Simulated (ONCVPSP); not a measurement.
# rubidium (Rb): one change to an ONCV potential, before and after

```json
{"Element": "Rb", "Generator": "ONCVPSP 4.0.1", "Type": "optimised norm-conserving Vanderbilt (ONCV)", "Functional": "PBE", "Relativity": "scalar-relativistic", "Frozen core": "[Ar] 3d10", "Valence charge": "9", "Reference configuration": "4s2 4p6 (charge +1)", "Partial waves": "4s: rc 1.50 bohr, ncon 3, nbas 6, qcut 5 1/bohr, 2 projectors, debl 3 Ha; 4p: rc 1.60 bohr, ncon 4, nbas 7, qcut 4.7 1/bohr, 1 projector; d scattering state at 0.11 Ha: rc 1.55 bohr, ncon 4, nbas 8, qcut 6.5 1/bohr, 3 projectors, debl 0.6 Ha", "Local potential": "polynomial inside 1.40 bohr (lpopt 5, dvloc0 0 Ha)", "Core correction": "none"}
```

Change: all radii scaled by about 1.30 (s 1.96, p 2.08, d 2.02 bohr); local potential polynomial inside 1.82 bohr (lpopt 5, dvloc0 0 Ha). In the d channel the program set the typed energies aside and used 0.050, 0.650, 1.250 Ha.

Cutoffs: the cutoffs (Ha) at which the residual kinetic energy of the hardest occupied pseudo-wave falls to 1 and 0.1 mHa per electron; they do not see the model core or the augmentation charge, which bear on the density cutoff. Errors are all-electron minus pseudo energies relative to the spin-unpolarised reference configuration.

Task: Predict the effect on cutoff, ghosts and configuration errors.

Result: The potential gets softer (25 Ha and 53 Ha → 9.6 Ha and 12 Ha); the bound ghost in d disappears; of the 4 tests that both files solve, the error grows in 3 and shrinks in 0 by more than 15 % and 0.3 meV (median size 0.4 → 1.0 meV). A larger radius leaves more room for a smooth pseudo-wave, so fewer plane waves are needed. More of the atom is replaced by a form fitted at one configuration, so other configurations suffer.

| quantity | base | changed |
| --- | --- | --- |
| cutoff, loose | 25 Ha | 9.6 Ha |
| cutoff, tight | 53 Ha | 12 Ha |
| loose cutoff by channel | s 18 Ha, p 25 Ha | s 9.6 Ha, p 6.4 Ha |
| bound ghosts | d | none |
| GHOST(+) flags under 300 eV | s at 189.3 eV | s at 171.5 eV |
| error for 4s2 4p6 5s1, meV [ΔE -4.15 eV] | +0.4 | +1.2 |
| error for 4s2 4p6 5s0.5, meV [ΔE -2.58 eV] | +0.3 | +0.8 |
| error for 4s2 4p6 5p1, meV [ΔE -2.63 eV] | +3.5 | +4.1 |
| error for 4s2 4p6 4d1, meV [ΔE -1.91 eV] | -0.5 | -0.5 |

 A true bound ghost makes a file unfit for plane-wave use even where its test errors are small: the radial tests pick states by their node count and pass the ghost by.
